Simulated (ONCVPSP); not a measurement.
bromine, ONCV: configuration errors across variants

| Item | Value |
| --- | --- |
| Element | bromine |
| Generator | ONCVPSP 4.0.1 |
| Type | optimised norm-conserving Vanderbilt (ONCV) |
| Functional | PBE |
| Relativity | scalar-relativistic |
| Frozen core | [Ar] |
| Valence charge | 17 |
| Reference configuration | 3d10 4s2 4p4 (charge +1) |
| Partial waves | 4s: rc 1.15 bohr, ncon 3, nbas 7, qcut 5.1 1/bohr, 2 projectors, debl 0.8 Ha; 4p: rc 1.55 bohr, ncon 5, nbas 9, qcut 5.8 1/bohr, 2 projectors, debl 0.8 Ha; 3d: rc 0.75 bohr, ncon 4, nbas 8, qcut 16.3 1/bohr, 3 projectors, debl 4 Ha |
| Local potential | polynomial inside 0.70 bohr (lpopt 2, dvloc0 0 Ha) |
| Core correction | Teter function, fcfact 1.75, rcfact 1.3 |

In the s channel the program set the typed energies aside and used -1.117, 0.250 Ha.

All-electron excitation energies from the reference (eV): (1) 3d10 4s2 4p5 -12.554; (2) 3d10 4s2 4p3 22.761; (3) 3d10 4s2 4p2 56.744; (4) 3d10 4s2 4p4.5 -7.479.

1 further variants failed, have other tests or too few solved ones, and are left out.

A true bound ghost makes a file unfit for plane-wave use even where its test errors are small: the radial tests pick states by their node count and pass the ghost by.

Errors AE − PS in meV (a dash: test not solved or not reliable):

| change | (1) | (2) | (3) | (4) | bound ghosts | GHOST(+) flags above zero |
| --- | --- | --- | --- | --- | --- | --- |
| base | +2.0 | -3.4 | -4.0 | +1.3 | s | s |
| s: qcut 7.7 | +1.9 | -3.5 | -4.1 | +1.2 | s | s |
| core correction Teter function, fcfact 2.8, rcfact 1.3 | +2.0 | -3.4 | -4.0 | +1.3 | s | s |
| s: nproj 1 | +2.1 | -3.2 | -3.2 | +1.3 | s | none |

(1) Give the same row for: p: qcut 6.4.

## Answers

(1) +2.0, -3.4, -3.9, +1.3; bound ghosts: s; GHOST(+) flags above zero: s, p.
